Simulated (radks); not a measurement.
These are the eigenvalues of the occupied orbitals of an atom or ion with whole-number occupations (eV). Method: scalar-relativistic Kohn-Sham, PBEsol, spin-polarised, spherical densities, point nucleus; computed with a radial shooting solver on a logarithmic mesh with Libxc functionals.

1s up: -63393.63
1s down: -63393.55
2s up: -12498.12
2s down: -12494.21
2p up: -11274.84
2p down: -11271.73
3s up: -4326.124
3s down: -4321.860
3p up: -3955.948
3p down: -3951.641
3d up: -3528.550
3d down: -3523.247

Which element is it, and in what charge state? The configuration may be excited. Open shells, if any, are filled with parallel spins first.

Answer. Z = 70, ytterbium, charge +43: Yb43+ in [Ar] 3d9. The list shows which subshells hold electrons but not how many an open one holds; the 1s level, -2329.7 hartree, gives Z - s = 68.3 by -(Z - s)^2/2, which with screening and relativity narrows Z to a few neighbours, and the depths of the outer levels then fix element, charge and occupations together.
